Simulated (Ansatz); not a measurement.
Born–Oppenheimer molecular dynamics of BrCl$_{3}$H$_{2}$OZr (8 atoms, charge 0, multiplicity 1). It starts at the highest image of a converged band, a first-order saddle point between two minima.

Theory: Ansatz 0.2.0, RKS revPBE-D4/def2-SVP.

```
ensemble                      : NVE (velocity Verlet)
time step                     : 0.5 fs
steps asked                   : 200
starting velocities drawn for : 300 K
seed                          : 11268
```

First frame:

```xyz
8
Properties=species:S:1:pos:R:3
Zr 0.202 0.302 -0.003
Cl -0.448 0.235 2.591
Cl 1.971 -0.110 -1.509
Cl -1.278 1.805 -1.025
O -0.675 -1.379 -0.079
H -1.077 -2.240 0.110
Br 1.871 2.042 1.383
H 0.671 1.256 2.404
```

Problem. How far do the bonds stretch over the last three quarters of this one trajectory? (Pairs bonded in most of those frames.)

Solution. 
```csv
bond,mean (Å),spread (Å),shortest,longest
Zr1–Cl2,2.892,0.054,2.79,2.98
Zr1–Cl3,2.358,0.015,2.34,2.39
Zr1–Cl4,2.362,0.039,2.30,2.41
Zr1–O5,1.909,0.015,1.89,1.94
Zr1–Br7,2.681,0.057,2.60,2.77
Cl2–H8,1.373,0.041,1.29,1.45
O5–H6,0.971,0.028,0.93,1.01
```

Mean temperature of the second half: 184 K. The conserved energy stayed within 0.19 meV per atom of its start (net change -0.013 meV per atom), so the integration is sound. A run of 0.1 ps of so small a system gives no equilibrium averages. The orbitals stay closed-shell, which can raise the energy where a bond breaks towards radicals; this wasn't checked here.

The run took 6.7 min on 4 threads of Arm Neoverse V2, on a shared host, peak memory 0.23 GiB.
